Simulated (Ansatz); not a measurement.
`Cl[BH][SbH2]` + `C=N` → `C=[N][SbH2]` + `BCl`  (cleavage of the Sb–B bond)

Calculated with Ansatz (gas phase, PBE0-D4/def2-TZVP geometries, no zero-point term in ΔE). CBS: MP2 limit from def2 TZ/QZ plus the TZ coupled-cluster correction, frozen cores. This one scheme is used for every species. Functionals use def2-TZVPP. Elements past krypton have def2 core potentials. For Sb outer-core shells are correlated without core-valence functions, which leaves a few kJ/mol of doubt a bond.

```csv
level,ΔE (kJ/mol)
PBE0,34.5
r2SCAN0,32.9
HF/def2-SVP,34.8
CCSD/def2-SVP,38.3
```

(1) What does CCSD(T)/CBS give? (Estimate.)

Largest T1 diagnostic among the species: 0.015.

## Answers

(1) The calculation gave: +29.4 kJ/mol. The listed levels differ from it by 5.1, 3.5, 5.4, 8.9 kJ/mol.

From r2SCAN to r2SCAN0 (25 % exact exchange), in def2-TZVPP and without D4, ΔE moves by +4.6 kJ/mol. In def2-TZVPP, CCSD(T) changes the Hartree–Fock value by +6.7 kJ/mol (the triples alone add −0.8 kJ/mol) and MP2 by +4.7 kJ/mol. Leaving LDA and LC-ωPBE aside and taking each functional with its dispersion term where it has one, the values, not all of them listed here, spread over 18.3 kJ/mol, from BLYP-D4 to HSE06-D4. LDA lies +6.4 kJ/mol from PBE without D4.
